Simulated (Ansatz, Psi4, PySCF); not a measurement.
AlF3, triplet, at a GFN2-xTB geometry (such geometries of metal compounds can be far from the true shape) (a higher spin typed on purpose: for a closed-shell molecule this is an excited state). Base run: B3LYP5/6-311G** (PySCF).

The PySCF input:
```python
from pyscf import gto, scf, dft

mol = gto.M(
    atom='''
Al   -0.366336    0.172595   -0.154901
F    -1.163782   -1.344110    0.290905
F     0.581934    1.618241   -0.536932
F     1.110999   -0.523434    0.469773
''',
    basis='6-311g**',
    charge=0,
    spin=2,
    verbose=3,
)

mf = dft.UKS(mol)
mf.xc = 'b3lyp5'
mf.kernel()
```

The same geometry, method and basis name were run in Ansatz (an electronic-structure program) and Psi4 and PySCF, at each program's defaults and at the settings that a row names. The base is PySCF at its defaults. Differences at the defaults can come from grids, fitting, cores and function types together.

| code and settings | ΔE vs base (mEh) | basis functions | E (Eh) | SCF cycles | dipole (D) |
|---|---|---|---|---|---|
| PySCF, defaults (exact integrals, its default grid, spherical functions) | 0.000 | 80 | -541.89958 | 13 | 0.51 |
| Psi4, defaults (density fitting with its default set, its default grid, spherical functions) | 0.045 | 80 | -541.89953 | 11 | 0.51 |
| Ansatz, defaults (factorised integrals, its default grid, Cartesian functions) | -0.461 | 81 | -541.90004 | - | - |
| PySCF, density fitting with def2-universal-jkfit | -0.036 | 80 | -541.89961 | 13 | 0.51 |
| PySCF, fine grid | 0.002 | 80 | -541.89958 | 13 | 0.52 |
| Psi4, exact integrals, spherical functions, fine grid | 0.002 | 80 | -541.89958 | 14 | 0.52 |
| Ansatz, high accuracy, Cartesian functions as the basis file defines them | -0.463 | 81 | -541.90004 | - | - |

Open shells are given as the SCF converged; they aren't shown to be the lowest states, and a large step between rows can be another state.
